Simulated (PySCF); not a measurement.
**How methods differ on the ionisation energy of Ge⁺**

Ge⁺ [Ar] 3d10 4s2 4p1 (2P) → Ge²⁺ [Ar] 3d10 4s2 (1S), as a difference of total energies. All numbers are calculated (PySCF 2.14, the non-relativistic Hamiltonian (point nucleus), in def2-SVP (5s4p3d, 32 functions)). Correlated levels: valence: [Ar] 3d10 frozen. The calculations carry no spin-orbit coupling.

**Question.** Order these methods by the ionisation energy they give, lowest first.
A. MP2 (valence)
B. CCSD(T) (valence)
C. PBE
D. MN15

**Answer.** A (15.405 eV), B (15.497 eV), C (15.847 eV), D (15.887 eV).

These non-relativistic numbers lack the scalar-relativistic shift.

Errors of the correlated levels include the incompleteness of this basis and the frozen core.

For comparison: 15.789 eV (measured; NIST levels, between the centres of gravity of the two terms).
